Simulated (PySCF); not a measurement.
Computed with TPSSh-D3(BJ)/def2-TZVP // TPSS-D3(BJ)/def2-SVP (PySCF). Gas-phase values, no solvent. One relaxed conformer stands for a flexible species; it need not be the lowest. 

Reference species: [Y(F)2(OH)] (neutral, multiplicity 1).

The HOMO–LUMO gap is 5.56 eV and the HOMO comes out as -7.80 eV. The coordination number comes out as 3.

Changed species: [Y(F)3] (0 of 3 F replaced by OH; the reference has 1 of 3 F replaced by OH).

Problem. What does the change do to the HOMO–LUMO gap, HOMO and coordination number?

Solution. the HOMO–LUMO gap rises by 1.23 eV, to 6.79 eV; the HOMO falls by 1.61 eV, to -9.41 eV; the coordination number hardly moves.
